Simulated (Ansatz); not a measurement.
One change: `[OH][In]([OH])[O][SiH3]` becomes `C[N](C)[In]([OH])[O][SiH3]`.

Ansatz, PBE0-D4/def2-TZVP geometries, multiplicity 1. Each molecule was computed in one conformer, which needn't be the lowest.

Elements past krypton have def2 core potentials.

| property | `[OH][In]([OH])[O][SiH3]` |
| --- | --- |
| LUMO energy (B3LYP/def2-TZVPP) / eV | -2.52 |
| size of the dipole moment (ωB97M-V/def2-TZVPP) / D | 1.29 |
| LUMO energy (PBE0/def2-TZVPP) / eV | -2.17 |
| HOMO–LUMO gap (PBE0/def2-TZVPP) / eV | 6.37 |
| HOMO–LUMO gap (PBE/def2-TZVPP) / eV | 3.96 |
| LUMO energy (PBE/def2-TZVPP) / eV | -3.10 |

(1) Give the same properties after the change, and the shifts. (Best estimate.)

## Answers

(1) Computed: 
```
                                          property  `C[N](C)[In]([OH])[O][SiH3]`  shift
               LUMO energy (B3LYP/def2-TZVPP) / eV                         -1.95   0.57
size of the dipole moment (ωB97M-V/def2-TZVPP) / D                          1.41   0.12
                LUMO energy (PBE0/def2-TZVPP) / eV                         -1.63   0.54
              HOMO–LUMO gap (PBE0/def2-TZVPP) / eV                          4.81  -1.56
               HOMO–LUMO gap (PBE/def2-TZVPP) / eV                          2.63  -1.33
                 LUMO energy (PBE/def2-TZVPP) / eV                         -2.56   0.54
```

With PBE0 the HOMO rises by 2.09 eV and the LUMO rises by 0.54 eV, so the gap narrows by about 1.55 eV. PBE moves the HOMO by 1.86 eV and ωB97M-V by 2.12 eV. Dipoles are sizes alone; their direction can turn.

B3LYP here is the variant with VWN-RPA as its local correlation; programs differ in this.
